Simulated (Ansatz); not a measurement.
System: C$_{4}$H$_{3}$N$_{2}$, net charge 0, doublet state. It need not be the lowest isomer of its formula. 
Coordinates optimised at B3LYP-D3(BJ)/def2-TZVP (Ansatz, a program for electronic structure):
SMILES: [c]1ncccn1
```xyz
9

C     -0.0095    -1.3225    -0.0236
N      1.1781    -0.7892    -0.0507
C      1.1903     0.5524    -0.0269
C      0.0092     1.2810     0.0228
C     -1.1822     0.5682     0.0468
N     -1.1894    -0.7735     0.0228
H      2.1599     1.0368    -0.0481
H      0.0170     2.3617     0.0421
H     -2.1448     1.0655     0.0856
```
Charge 0, spin multiplicity 2.

Basis-set convergence of Hartree-Fock and CCSD(T) correlation energies (hartree) with Ansatz. Cores are frozen in the correlated levels unless marked. Open shells are spin-unrestricted. Spin-orbit coupling is left out. No relativistic terms.

The UHF reference is spin-contaminated (<S^2> 0.49 over the pure value in the largest basis). 

```tsv
basis	functions	E(HF)	E(corr, CCSD(T))
cc-pVDZ	99	-262.07401	-0.85653
cc-pVTZ	222	-262.13835	-1.03753
cc-pVQZ	420	-262.15551	-1.09543
```

Extrapolating the two largest sets (X = 3 and 4) as X^-3: E(corr) = (64·(-1.09543) - 27·(-1.03753))/37 = -1.1377 Eh, an estimate of the basis-set limit. The largest set recovers 96.3 % of it, the smallest 75.3 %.
